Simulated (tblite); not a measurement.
Species: C7H9Cl.
SMILES with atom numbers: `[CH3:1][CH2:2][C:3]1=[CH:4][C:5]([Cl:6])=[CH:7][CH2:8]1` (hydrogens: H9, H10, H11 on C1; H12, H13 on C2; H14 on C4; H15 on C7; H16, H17 on C8)

Computed geometry: GFN2-xTB, gas phase.

Question: Give the optimised bond lengths and angles.

Answer: 
| bond | length (bohr) | order |
| --- | --- | --- |
| C1–C2 | 2.893 | single |
| C2–C3 | 2.818 | single |
| C3=C4 | 2.537 | double |
| C4–C5 | 2.736 | single |
| C5–Cl6 | 3.241 | single |
| C5=C7 | 2.534 | double |
| C7–C8 | 2.823 | single |
| C3–C8 | 2.836 | single |
| C1–H9, C1–H10, C1–H11 | 2.054 | single |
| C2–H12, C2–H13 | 2.064 | single |
| C4–H14 | 2.029 | single |
| C7–H15 | 2.027 | single |
| C8–H16, C8–H17 | 2.063 | single |

Bonds in one row agree within 0.02 bohr and their mean is given. Orders are formal, as drawn. A selection of angles:
| angle | degrees |
| --- | --- |
| C1–C2–C3 | 111.7 |
| C2–C3–C4 | 127.9 |
| C2–C3–C8 | 123.1 |
| C4–C3–C8 | 109.0 |
| C3–C4–C5 | 108.9 |
| C4–C5–Cl6 | 122.7 |
| C4–C5–C7 | 110.4 |
| Cl6–C5–C7 | 126.9 |
| C5–C7–C8 | 108.3 |
| C3–C8–C7 | 103.4 |

Dihedral angles: C1–C2–C3–C4 108° (anticlinal); C2–C3–C4–C5 -179° (antiperiplanar); C3–C4–C5–Cl6 180° (antiperiplanar); C4–C5–C7–C8 0° (synperiplanar); C5–C7–C8–C3 0° (synperiplanar); C2–C3–C8–C7 179° (antiperiplanar). The mirror-image conformer, all signs reversed, is as good.

Of the pairs four or more bonds apart, C8···H9 is among the closest relative to their van der Waals radii: 3.03 Å, 105 % of the sum of Bondi's values. The 7 C–C bonds span 1.341 Å (C5=C7, drawn double) to 1.531 Å (C1–C2, drawn single), a spread of 0.190 Å. The 5-membered ring C3–C4–C5–C7–C8 has internal angles of 103.4° to 110.4° (sum 540°, against 540° for a flat polygon); it is planar, 0.00 Å rms from its mean plane, widest ring torsion 0°.

Point group: C1 (no symmetry element, even within 0.4 Å). Its GFN2-xTB frequencies are all real (lowest 28 cm⁻¹). The numbers are those of one conformer. 2 starts were optimised and ended at 0.00 and 0.24 kcal/mol (GFN2-xTB); the lowest of these is shown.
